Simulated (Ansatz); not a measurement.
Compare A (`C[C@H]1[O][Ge@@H]1[F]`) with its isomer B (`O[C]1(F)[CH2][GeH2]1`).

Program: Ansatz. Geometries: PBE0-D4/def2-TZVP. ΔE: electronic, gas phase. CCSD(T)/CBS adds triple-zeta CCSD(T) − MP2 to the extrapolated MP2 energy (def2 sets, frozen cores). DFT in def2-TZVPP. B3LYP here is the variant with VWN-RPA as its local correlation; programs differ in this. For Ge outer-core shells are correlated without core-valence functions, which leaves a few kJ/mol of doubt a bond. Scalar relativity is left out up to krypton. Each species was taken in one conformer, which may not be the lowest.

Question: Which isomer does CCSD(T)/CBS put lower? Give the gap. (An estimate is asked.)

Answer: Ansatz gave: A, by 37.5 kcal/mol.

Question: Give E(B) − E(A) in kcal/mol with B3LYP, CCSD/def2-TZVPP, MP2/def2-TZVPP, PBE-D4, B3LYP-D4, r2SCAN-D4, ωB97M-V. (Best estimate.)

Answer: Computed: B3LYP 37.2, CCSD/def2-TZVPP 37.5, MP2/def2-TZVPP 39.9, PBE-D4 34.6, B3LYP-D4 37.0, r2SCAN-D4 36.5, ωB97M-V 35.3. None reverses the order clearly.

Largest T1 diagnostic: 0.014.
